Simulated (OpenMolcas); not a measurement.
Computed levels of 5s2 5p in ions with 49 electrons, in cm-1 above 2P* 1/2.

```
Program             : OpenMolcas 26.06
Method              : CASSCF
Basis               : ANO-R2
Scalar Hamiltonian  : X2C, finite nucleus
Spin-orbit coupling : RASSI with atomic mean-field integrals over the reference wave functions, term energies averaged over their components
```

Active space for each ion: 1 electron in 3 orbitals (5p).

```csv
Level,Sb2+,I4+,Xe5+
2P* 3/2,5751,10965,14143
```

Q: Estimate 2P* 3/2 for Te3+ from its neighbours Sb2+ and I4+.

A: 2P* 3/2 is fine structure, which grows about as the fourth power of a screened charge, so the fourth roots are averaged: ((5751^0.25 + 10965^0.25) / 2)^4 = 8045. The calculation gives 8195, so the estimate is off by -1.8 %; the measured value is 9223 (Moore, Atomic Energy Levels, vol. III, NSRDS-NBS 35 (1971 reprint of NBS Circular 467, 1958)).

With one active electron the reference holds no correlation, so core polarisation is missing. Measured partners are found by configuration, term and J. A level has none where our copy of the source lacks it or the pairing is in doubt (some pairs that miss far off the trend of their configuration count as doubtful), and it then counts in no deviation. Levels of configurations outside the active space are missing.

* marks odd parity.
